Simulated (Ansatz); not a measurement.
`[CH3][W](=[O])(=[S])[Cl]`, charge 0, multiplicity 1.

(1) Give a relaxed structure at PBE0-D4/def2-TZVP (Ansatz). (An estimate is asked.)

## Answers

(1) Ansatz gave: 
Z-matrix (Å, degrees):
```
C
W 1 2.093
H 1 1.094 2 109.3
H 1 1.096 2 107.7 3 -119.4
H 1 1.091 2 112.2 3 121.0
O 2 1.691 1 103.9 3 -177.3
S 2 2.124 1 104.8 3 -62.6
Cl 2 2.259 1 110.9 3 60.8
```
